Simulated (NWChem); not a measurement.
Molecule: CuI; SMILES [Cu][I]

Results from NWChem. Coordinates come from a PBE0/def2-SVP optimisation. def2 effective core potentials on I; no spin-orbit coupling. Level: PBE0/def2-SVPD; rows give the wavelength of the field.

For field static:

```
Item                              Value
--------------------------------  -----
isotropic polarisability (bohr³)   61.0
anisotropy (bohr³)                 25.8
```

Question: Estimate the same quantities for field 1065 nm.

Answer: isotropic polarisability (bohr³): 63.1
anisotropy (bohr³): 27.2
